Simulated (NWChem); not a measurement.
PbBr cation, singlet; SMILES [Br][Pb+]

Program: NWChem. Low-valent species are run as closed-shell singlets; no triplet was tried in these runs. The geometry was optimised at PBE0-D3(BJ)/def2-TZVP. def2 effective core potentials on Pb; no spin-orbit coupling. Static field.

Task: What does the run give for B3LYP/def2-SVPD? Quantities: isotropic polarisability (bohr³); anisotropy (bohr³).

Result: 
```
Property                          Result
--------------------------------  ------
isotropic polarisability (bohr³)    49.9
anisotropy (bohr³)                  39.9
```
